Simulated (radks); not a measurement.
Values are calculated unless marked as measured or tabulated.
Question: Coherent X-ray form factor from a spherical all-electron density. Code: a radial shooting solver on a logarithmic mesh with Libxc functionals. Model: non-relativistic Kohn-Sham, SCAN, spin-unpolarised, spherical densities, point nucleus; meta-GGA in the generalised Kohn-Sham scheme.

sin(theta)/lambda (1/angstrom)  f0 (electrons)
0.05                                     8.957
0.1                                      8.830
0.15                                     8.624
0.2                                      8.348
0.25                                     8.013
0.3                                      7.629
0.4                                      6.773
0.5                                      5.876
0.6                                      5.019
0.8                                      3.599
1                                        2.641
1.25                                     1.953
1.5                                      1.598
2                                        1.266

The species is in the configuration that NIST lists as its ground one. Which atom or ion scatters so?

Answer: The silicon ion Si5+, [He] 2s2 2p5. Extrapolating in s^2 from the first two rows gives f0(0) = 9.0, near the electron count 9; among species with that count, the fall with angle is slower the higher Z, and the table is that of Z = 14; from so few rows the species is fixed only to a neighbour or two.
